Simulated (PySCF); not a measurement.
**`C=C1[SiH2]C(C=O)=C([SiH3])C1=C`: 4 charge schemes on one density**

Species: C7H10OSi2.
Geometry (GFN2-xTB, Å), atoms numbered from 1 in this order:
```xyz
20
C7H10OSi2 angstrom
C      2.880    0.872    0.350
C      1.719    0.278    0.094
Si     1.487   -1.518   -0.448
C     -0.367   -1.257   -0.347
C     -1.414   -2.197   -0.590
O     -2.599   -1.914   -0.503
C     -0.722    0.016    0.007
Si    -2.581    0.405    0.140
C      0.393    0.926    0.228
C      0.232    2.228    0.492
H      2.968    1.894    0.686
H      3.811    0.342    0.231
H      2.009   -2.498    0.508
H      1.976   -1.791   -1.802
H     -1.111   -3.219   -0.869
H     -3.156   -0.317    1.270
H     -2.682    1.828    0.544
H     -3.179    0.372   -1.192
H      1.073    2.887    0.629
H     -0.742    2.674    0.570
```

Density: PBE0/pcSseg-1 (PySCF); schemes: Mulliken, IAO, Hirshfeld and ESP-fitted. One conformer (not necessarily the lowest) at the GFN2-xTB geometry, without solvent, vibrations or thermal averaging. GFN2-xTB frequencies show an imaginary mode (43i cm⁻¹), so this geometry is no minimum at that level.

Question: Tabulate the Mulliken, IAO, Hirshfeld and ESP-fitted charges.

Answer: In e; atoms taken as equivalent share a row and are averaged (×n: the atom named and its like, n in all):

```
       atom                      environment  Mulliken     IAO  Hirshfeld  ESP-fitted
         C1             terminal =CH2 carbon    -0.033  -0.274     -0.082      -0.418
         C2  fully substituted alkene carbon    -0.482  -0.261     -0.090      -0.092
        Si3                     SiH2 silicon    +0.769  +0.734     +0.330      +0.414
         C4  fully substituted alkene carbon    -0.520  -0.346     -0.118      -0.292
         C5                  aldehyde carbon    +0.385  +0.238     +0.115      +0.441
         O6                  aldehyde oxygen    -0.420  -0.399     -0.171      -0.449
         C7  fully substituted alkene carbon    -0.247  -0.166     -0.038      -0.061
        Si8                     SiH3 silicon    +0.657  +0.620     +0.276      +0.411
         C9  fully substituted alkene carbon    -0.256  +0.008     -0.002      +0.157
        C10             terminal =CH2 carbon    +0.015  -0.268     -0.064      -0.425
        H11                 vinylic hydrogen    +0.117  +0.143     +0.049      +0.184
        H12                 vinylic hydrogen    +0.116  +0.151     +0.050      +0.193
    H13/H14                    Si–H hydrogen    -0.070  -0.116     -0.072      -0.088
        H15                  formyl hydrogen    +0.083  +0.116     +0.048      +0.028
H16/H17/H18                    Si–H hydrogen    -0.103  -0.129     -0.086      -0.102
        H19                 vinylic hydrogen    +0.120  +0.153     +0.053      +0.195
        H20                 vinylic hydrogen    +0.144  +0.168     +0.049      +0.198
```

Mean size of the charges over all atoms: Mulliken 0.241 e, IAO 0.233 e, ESP-fitted 0.222 e, Hirshfeld 0.097 e. Each set sums to the total charge, 0, to within 0.001 e. The ESP scheme is a least-squares fit of atom-centred charges to the potential on four shells outside the van der Waals surface, with the total charge fixed.

Some averages cover members that differ in this geometry: H16/H17/H18, ESP-fitted -0.187 to -0.060; H16/H17/H18, Mulliken -0.162 to -0.074; H16/H17/H18, IAO -0.173 to -0.106; H16/H17/H18, Hirshfeld -0.105 to -0.076 e.

Lowest charge. The schemes don't all agree: Mulliken C4 (-0.520); IAO O6 (-0.399); Hirshfeld O6 (-0.171); ESP-fitted O6 (-0.449).

Highest charge. The schemes don't all agree: Mulliken Si3 (+0.769); IAO Si3 (+0.734); Hirshfeld Si3 (+0.330); ESP-fitted C5 (+0.441).

Question: Sum the charges by element, for elements with more than one atom.

Answer: 
| element | atoms | Mulliken | IAO | Hirshfeld | ESP-fitted |
| --- | --- | --- | --- | --- | --- |
| C | 7 | -1.137 | -1.069 | -0.280 | -0.691 |
| Si | 2 | +1.427 | +1.354 | +0.605 | +0.826 |
| H | 10 | +0.130 | +0.113 | -0.153 | +0.315 |

Question: How many electrons does the Hirshfeld scheme count on C10?

Answer: Z − q = 6 − (-0.064) = 6.064.

Question: How closely do the schemes follow one another over all atoms?

Answer: Correlation coefficient and root-mean-square difference: IAO with Hirshfeld 0.98, 0.171 e; Mulliken with IAO 0.92, 0.128 e; Mulliken with Hirshfeld 0.92, 0.216 e; IAO with ESP-fitted 0.90, 0.126 e; Hirshfeld with ESP-fitted 0.86, 0.173 e; Mulliken with ESP-fitted 0.74, 0.220 e.

These values come from a run that also computed NMR shieldings. Time: 2.3 min of wall time (grids of density and orbitals included); peak memory 1.0 GiB. Hardware: one thread of an Arm Neoverse N1, no GPU, shared host.
